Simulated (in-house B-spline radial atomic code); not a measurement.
# Au³²⁺: [Kr] 4d10 4f1

Level of theory: Dirac-Kohn-Sham RPBE, spherical fractional occupations, Fermi nucleus of rms radius 5.4371 fm; calculated with a B-spline radial code for spherical atoms.

Screening seen three ways: the hydrogenic charge with the same mean radius, Z_r = [3n² - l(l+1)]/(2<r>), the one with the same energy, Z_e = n√(-2ε), and Slater's rules. Values are occupation-weighted means over j. An effective charge above Z reflects the relativistic contraction of the inner shells.

```json
{"shell": "1s", "electrons": "2", "ε (eV)": "-81810", "<r> (bohr)": "0.01687", "Z_r": "88.92", "Z_e": "77.54", "Slater": "78.70"}
{"shell": "2s", "electrons": "2", "ε (eV)": "-15418", "<r> (bohr)": "0.07049", "Z_r": "85.12", "Z_e": "67.33", "Slater": "74.85"}
{"shell": "2p", "electrons": "6", "ε (eV)": "-13612", "<r> (bohr)": "0.06371", "Z_r": "78.48", "Z_e": "63.26", "Slater": "74.85"}
{"shell": "3s", "electrons": "2", "ε (eV)": "-4559.5", "<r> (bohr)": "0.1826", "Z_r": "73.93", "Z_e": "54.92", "Slater": "67.75"}
{"shell": "3p", "electrons": "6", "ε (eV)": "-4026.6", "<r> (bohr)": "0.1831", "Z_r": "68.28", "Z_e": "51.61", "Slater": "67.75"}
{"shell": "3d", "electrons": "10", "ε (eV)": "-3406.5", "<r> (bohr)": "0.1667", "Z_r": "62.98", "Z_e": "47.47", "Slater": "57.85"}
{"shell": "4s", "electrons": "2", "ε (eV)": "-1827.6", "<r> (bohr)": "0.3844", "Z_r": "62.44", "Z_e": "46.36", "Slater": "51.25"}
{"shell": "4p", "electrons": "6", "ε (eV)": "-1637.6", "<r> (bohr)": "0.3999", "Z_r": "57.51", "Z_e": "43.88", "Slater": "51.25"}
{"shell": "4d", "electrons": "10", "ε (eV)": "-1401.2", "<r> (bohr)": "0.4063", "Z_r": "51.68", "Z_e": "40.59", "Slater": "39.85"}
{"shell": "4f", "electrons": "1", "ε (eV)": "-1163.4", "<r> (bohr)": "0.3864", "Z_r": "46.59", "Z_e": "36.99", "Slater": "33.00"}
```

The least bound orbital is 4f7/2 at -1161 eV, while the most diffuse is 4d5/2 (<r> = 0.4093 bohr against 0.3877 bohr): energy order and size order differ.

Spin-orbit splittings of the orbital energies (j = l + 1/2 above j = l - 1/2 when positive): 2p 1834 eV, 3p 408.6 eV, 3d 87.67 eV, 4p 116 eV, 4d 23.74 eV, 4f 6.383 eV.

For the 1s electron the small component carries 9 % of the norm, the zero-frequency Breit interaction raises the level by 303.1 eV, self-energy by 193.9 eV, and vacuum polarisation lowers it by 39.54 eV.
